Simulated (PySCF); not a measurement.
**A computed series [M(SH)2]+**

Computed with PySCF 2.14.0, PBE0, def2-SVP on the ligands, density fitting, scalar-relativistic core potentials, no spin-orbit coupling, vacuum. Each member is relaxed from one template within its symmetry. Distances are means of the shortest metal–ligand contacts, charges and spins Mulliken's; removal energies are rigid, with the ligand's formal charge and no counterpoise, so too large; for an anion taken off a cation in vacuum most of it is the attraction of opposite charges, and multiply charged cations can part far more cheaply with an electron moved from ligand to metal. lcecp potentials hold a fixed number of 4f electrons in the core, out of states, spins and gaps.

| metal | basis on the metal | point group | M–SH (Å) | charge on M (e) | removal of one SH (eV) | strongest infrared band, degenerate modes summed (cm⁻¹) | unstable modes (below −25 cm⁻¹) |
| --- | --- | --- | --- | --- | --- | --- | --- |
| Tm | lcecp-1-SVP with ECP58 | C2, nearly C2v | 2.445 | 1.07 | 14.75 | 408 | 0 |

Q: Order these by the M–SH distance, lowest first.
A. Dy, lcecp-1-SVP with ECP55
B. La, def2-SVP with ECP46
C. Nd, lcecp-1-SVP with ECP49
D. Eu, lcecp-1-SVP with ECP52
E. Lu, def2-SVP with ECP28

A: E (2.401), A (2.475), D (2.509), C (2.533), B (2.609).

Q: What else do they give?

A: 
| metal | basis on the metal | point group | M–SH (Å) | charge on M (e) | removal of one SH (eV) | strongest infrared band, degenerate modes summed (cm⁻¹) | unstable modes (below −25 cm⁻¹) |
| --- | --- | --- | --- | --- | --- | --- | --- |
| La | def2-SVP with ECP46 | C2v | 2.609 | 1.12 | 13.75 | 375 | 0 |
| Nd | lcecp-1-SVP with ECP49 | nearly C2v | 2.533 | 1.09 | 14.15 | 382 | 0 |
| Eu | lcecp-1-SVP with ECP52 | C2, nearly C2v | 2.509 | 1.11 | 14.30 | 386 | 0 |
| Dy | lcecp-1-SVP with ECP55 | C2, nearly C2v | 2.475 | 1.09 | 14.53 | 399 | 0 |
| Lu | def2-SVP with ECP28 | C2 | 2.401 | 0.98 | 15.07 | 211 | 0 |

From Nd to Tm the M–SH distance shrinks by 0.09 Å, the lanthanide contraction, and the energy to remove one SH rises by 0.60 eV.

One start shape was tried for each, so a minimum needn't be the lowest isomer.
